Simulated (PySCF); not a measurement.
Ga(Cl)3(NH3) (Cl₃GaH₃N), SMILES [NH3]->[Ga]([Cl])([Cl])[Cl] (connectivity only; charge and spin as stated), neutral, multiplicity 1. Atoms are numbered in the order given.

```xyz
8

Ga     0.0000     0.0000     0.0230
Cl    -1.8426     1.0638     0.4074
Cl     1.8426     1.0638     0.4074
Cl     0.0000    -2.1277     0.4074
N      0.0000     0.0000    -2.0438
H      0.0000    -0.9595    -2.3947
H      0.8310     0.4798    -2.3947
H     -0.8310     0.4798    -2.3947
```
Charge 0, spin multiplicity 1.

Geometry optimised at PBE0-D3(BJ)/def2-SVP. The isomer is the one that the SMILES or the coordinates give; other isomers of the formula were not compared. One conformer was computed; it need not be the lowest.

Level of theory: IEF-PCM-PBE0/def2-SVP run with PySCF.

The values are the electrostatic part of the solvation free energy, E(continuum) − E(gas) at the gas-phase geometry, in a cavity of scaled van der Waals radii (PySCF's table); cavitation and dispersion terms are not included. A continuum can't describe solvent molecules that bind to the metal. In vacuum the orbital gap is 8.08 eV. The dipole moment in vacuum is 6.36 D.

| solvent | ε | ΔG(elec) (kcal/mol) | dipole (D) | gap (eV) |
|---|---|---|---|---|
| water | 78.36 | -15.7 | 7.79 | 8.42 |
| chlorobenzene | 5.70 | -12.1 | 7.44 | 8.38 |
| toluene | 2.37 | -7.7 | 7.02 | 8.32 |
